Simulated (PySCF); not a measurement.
# Ionisation energy of Ca⁺ by level of theory

Ca⁺ [Ar] 4s1 (2S) → Ca²⁺ [Ar] (1S), as a difference of total energies. Computed with PySCF 2.14 in an uncontracted even-tempered set (22 s from 0.0056 bohr⁻², ratio 2.5; 16 p from 0.0073 bohr⁻², ratio 2.5; 6 d from 0.11 bohr⁻², ratio 2.7; 6 f from 0.16 bohr⁻², ratio 2.7), with no relativity, point nucleus. Correlated levels: outer shells: [Ne] frozen; virtual orbitals above 40 to 60 times the deepest correlated orbital energy dropped. The calculations carry no spin-orbit coupling.

| method | ionisation energy (eV) | difference from reference (eV) |
| --- | --- | --- |
| UHF | 11.314 | -0.558 |
| LDA | 12.115 | +0.243 |
| PBE | 11.990 | +0.118 |
| PBE0 | 11.875 | +0.003 |
| r2SCAN | 11.673 | -0.199 |
| M06-L | 11.023 | -0.849 |
| PBEsol | 11.894 | +0.022 |
| MP2 (outer shells) | 11.793 | -0.079 |
| SCS-MP2 (outer shells) | 11.701 | -0.171 |

Reference: 11.872 eV (measured; NIST Atomic Spectra Database, ionization energies).

These non-relativistic numbers lack the scalar-relativistic shift.
